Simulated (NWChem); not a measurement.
# ZrH4; SMILES [ZrH4]

Computed with NWChem. Coordinates come from a PBE0/def2-SVP optimisation. def2 effective core potentials on Zr; no spin-orbit coupling. Level SCAN/def2-SVP: energy and gradient on several grids; changes count from the extra-fine grid, which is no exact limit either.

| grid | size of the energy change (μHa) | largest change of a gradient component (μHa/bohr) |
|---|---|---|
| xcoarse | 3000 | 5000 |
| coarse | < 10 | 600 |
| medium | 20 | 300 |
| fine | 10 | 200 |
| xfine | < 10 | < 30 |
